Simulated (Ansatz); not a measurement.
The same atomization along the group O, S, Te.

Computed with Ansatz on PBE0-D4/def2-TZVP structures; ΔE is electronic, products minus reactants. CCSD(T)/CBS adds triple-zeta CCSD(T) − MP2 to the extrapolated MP2 energy (def2 sets, frozen cores). This one scheme is used for every species, atoms too. Open shells (•) are unrestricted, without spin–orbit coupling. Spin–orbit coupling would lower the free atoms: a little for C, O, S, Si; strongly for Te. def2 core potentials past Kr. Bonds to Te are less sure, by a few kJ/mol each and by 10 to 20 or more in all where they break to atoms, as the def2 sets lack core-valence functions.

(1) Order these by ΔE at CCSD(T)/CBS, lowest first. (Estimate.)
A. `[SiH3]C1[SiH2][Te]1` → C• + 6 H• + Te• + 2 Si•
B. `[SiH3]C1[SiH2]S1` → C• + 6 H• + S• + 2 Si•
C. `[SiH3]C1O[SiH2]1` → C• + 6 H• + O• + 2 Si•

Largest T1 diagnostic: 0.014, for `[SiH3]C1O[SiH2]1`.

Results:

(1) A (+3122.0 kJ/mol), B (+3227.4 kJ/mol), C (+3340.1 kJ/mol).

For atomizations the MP2-based limit and the directly extrapolated one differ by several kJ/mol either way, and by 10 to 25 for some Ge, Se and Sn compounds, so smaller differences from it don't rank the levels.
